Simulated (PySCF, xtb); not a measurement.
Cu(NH3)2 (CuH6N2), SMILES [NH3]->[Cu+]<-[NH3], charge +1, multiplicity 1.

GFN2-xTB (xtb) at its own geometry gives an orbital gap of 7.39 eV.

Geometry: B3LYP-D3(BJ)/def2-SVP. The spin state was assumed, not searched.

Task: What does PySCF with PBE/def2-TZVPD give? (The exact figures need the calculation; the answer reports its results.)

Result: gap 4.51 eV (levels -10.33 and -5.82 eV).
